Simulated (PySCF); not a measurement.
Electron correlation in S (sulfur, neutral)

[Ne] 3s2 3p3 3d1, high-spin 5D determinant (an excited configuration). All numbers are calculated (PySCF 2.14, the non-relativistic Hamiltonian (point nucleus), in aug-cc-pV(Q+d)Z (7s6p5d3f2g, 89 functions)). Frozen: [Ne]; 6 electrons correlated.

```csv
level,correlation energy (mhartree)
CCSD,-124.48
(T),-4.92
CCSD(T),-129.40
```

Diagnostics: T1 = 0.0062, D1 = 0.0158, largest double amplitude 0.047.

The outer electron is Rydberg-like, and this basis confines it to a smaller radius and binds it less than a complete one would.

Cost of the coupled-cluster step: of the order of 12 core-seconds, for 6 correlated electrons.
